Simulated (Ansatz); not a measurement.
CH5B2ClO. The species carries charge 0 and has multiplicity 1. The bonds changed during the relaxation, so this is another structure than the one it started from.

| atom | x (Å) | y (Å) | z (Å) |
| --- | --- | --- | --- |
| B1 | 0.7461 | -0.8340 | -0.2993 |
| C2 | -0.6554 | -0.2488 | -0.0634 |
| B3 | 0.1561 | 0.9198 | 0.4895 |
| O4 | -1.8572 | -0.5843 | -0.3274 |
| Cl5 | 1.3087 | -0.9811 | -2.0057 |
| H6 | 1.3380 | 0.3292 | 0.2223 |
| H7 | 1.1194 | -1.6358 | 0.5088 |
| H8 | 0.2093 | 1.0038 | 1.6879 |
| H9 | 0.1197 | 1.9278 | -0.1635 |
| H10 | -2.4847 | 0.1035 | -0.0494 |

Question: List the harmonic frequencies (cm⁻¹, unscaled) at PBE0-D4/def2-TZVP in Ansatz. (An estimate is asked.)

Answer: The calculation gave: 117, 164, 304, 347, 473, 555, 599, 776, 805, 822, 860, 942, 957, 1047, 1066, 1081, 1368, 1533, 1643, 1938, 2532, 2595, 2608, 3685.

Question: Is this a minimum?

Answer: Yes, all 24 modes are real.

Question: Give the ideal-gas thermochemistry at 298.15 K and 1 bar (rigid rotor, harmonic oscillator; point group C1, symmetry number 1).

Answer: Zero-point energy 172.3 kJ/mol; H(298) − E = 190.6 kJ/mol; entropy 323.4 J/(mol·K), of which translation 165.0, rotation 111.5, vibration 47.0; G(298) − E = 94.2 kJ/mol.

Question: And at 400, 500, 600, 800 and 1000 K?

Answer: 
```
T (K)  H − E (kJ/mol)  S (J/mol/K)  G − E (kJ/mol)
  400           201.6        355.0            59.6
  500           214.4        383.4            22.7
  600           228.8        409.6           -17.0
  800           261.1        456.0          -103.7
 1000           297.0        495.9          -199.0
```
